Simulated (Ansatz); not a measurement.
Gas-phase electronic energies from Ansatz, PBE0-D4/def2-TZVP geometries. CBS: MP2 limit from def2 TZ/QZ plus the TZ coupled-cluster correction, frozen cores. For As outer-core shells are correlated without core-valence functions, which leaves a few kJ/mol of doubt a bond. Scalar relativity is left out up to krypton. Each species was taken in one conformer, which may not be the lowest.

Reaction (redistribution): `N[AsH]CO` + `CCOBO` → `CC[AsH]N` + `OBOCO`

```csv
level,ΔE (kJ/mol)
MP2/def2-TZVPP,-35.3
CCSD/def2-TZVPP,-32.7
```

What does CCSD(T)/CBS give? (Estimate.)

The calculation gave: -31.5 kJ/mol. The listed levels differ from it by -3.8, -1.2 kJ/mol.

Largest T1 diagnostic among the species: 0.013.

From PBE to PBE0 (25 % exact exchange), in def2-TZVPP and without D4, ΔE moves by −3.7 kJ/mol.

CCSD(T)/CBS has its own doubt, a few kJ/mol and more with outer-core shells, so smaller differences from it don't rank the levels.
